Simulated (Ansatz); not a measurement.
`N[SiH](O)S[SiH3]` + HBr → `N[SiH](O)Br` + `[SiH3]S`  (ligand exchange at the Si–S bond)

Computed with Ansatz on PBE0-D4/def2-TZVP structures; ΔE is electronic, products minus reactants. CCSD(T)/CBS adds triple-zeta CCSD(T) − MP2 to the extrapolated MP2 energy (def2 sets, frozen cores). Functionals use def2-TZVPP. HSE06 is defined as in plane-wave codes. For Br outer-core shells are correlated without core-valence functions, which leaves a few kJ/mol of doubt a bond. Scalar relativity is left out up to krypton. One conformer a species, not always the lowest.

(1) Is it downhill or uphill in electronic energy at CCSD(T)/CBS, and by how much? (Best estimate.)

(2) What do these levels give: PBE-D4, revPBE-D4, r2SCAN-D4, r2SCAN0-D4, PBE-QIDH, PBE, BLYP, HSE06, LC-ωPBE, MP2/def2-SVP, SCS-MP2/def2-TZVPP, HF/def2-QZVPP? (An estimate is asked.)

(3) What do rigid-rotor, harmonic-oscillator terms from PBE0-D4/def2-TZVP frequencies (298.15 K, 1 bar) make of the CCSD(T)/CBS value? (Estimate.)

Largest T1 diagnostic among the species: 0.011.

Answers

(1) Computed: Downhill: ΔE = -32.8 kJ/mol.

(2) Ansatz gave: PBE-D4 -28.3, revPBE-D4 -25.4, r2SCAN-D4 -31.6, r2SCAN0-D4 -32.9, PBE-QIDH -33.5, PBE -33.9, BLYP -39.8, HSE06 -35.3, LC-ωPBE -34.2, MP2/def2-SVP -28.8, SCS-MP2/def2-TZVPP -33.6, HF/def2-QZVPP -46.7 kJ/mol.

(3) The calculation gave: ΔZPE = +3.6 kJ/mol, ΔH = -31.6 kJ/mol, ΔS = 19 J/(mol·K), ΔG = -37.1 kJ/mol. Modes under 50 cm⁻¹ make the entropy rough.

Leaving LDA and LC-ωPBE aside and taking each functional with its dispersion term where it has one, the values, not all of them listed here, spread over 11.1 kJ/mol, from B2PLYP to revPBE-D4. LDA lies +5.9 kJ/mol from PBE without D4. At CCSD(T), def2-SVP lies +5.5 kJ/mol from the extrapolated value and def2-TZVPP +1.8 kJ/mol. In def2-TZVPP, CCSD(T) changes the Hartree–Fock value by +15.7 kJ/mol (the triples alone add +2.9 kJ/mol) and MP2 by +15.5 kJ/mol.
